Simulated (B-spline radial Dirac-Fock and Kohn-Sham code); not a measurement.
**Kr⁶⁺: photoemission with 448 eV photons**

System: Kr⁶⁺, [Ar] 3d10 4s2.

Input of the calculation (task.json; shells as n, l, electrons):

```json
{"items": [{
  "Z": 36,
  "q": 6,
  "cfg": [[1, 0, 2], [2, 0, 2], [2, 1, 6], [3, 0, 2], [3, 1, 6], [3, 2, 10], [4, 0, 2]],
  "A": 84,
  "rrms": 4.1884,
  "do": ["binding", "quiet", "photo"],
  "hv": [60, 66.9, 258.0, 300, 448.0, 497.0, 600, 1253.6, 2110.0, 2984.4, 4080.0, 5414.7, 5830.0, 6000, 9251.7, 11900.0]
}]}
```

Command: `python xray_run.py task.json out`

The computed values come from a radial atomic solver: the independent-particle Dirac-Slater model, thresholds from Dirac-Fock. The asymmetry parameter β is from the dipole term alone. Kinetic energies are from the vacuum level.

The last column is dσ/dΩ = σ/(4π) · [1 + β P₂(cos θ)] at θ = 90° from the polarisation vector of linearly polarised light.

```
subshell  electrons  binding (eV)  kinetic (eV)  σ (kb)     β  dσ/dΩ (kb/sr)
      3s          2         392.6         55.36     147  2.00            ≈ 0
   3p1/2          2         321.2         126.8     184  1.27           5.37
   3p3/2          4         313.2         134.8     388  1.28           11.1
   3d3/2          4         189.9         258.1     601  1.10           21.5
   3d5/2          6         188.7         259.3     887  1.11           31.4
      4s          2         107.0         341.0    32.9  2.00            ≈ 0
```

Branching ratios of the spin-orbit partners (statistical value in brackets): 3p 2.11 (2.00), 3d 1.48 (1.50).
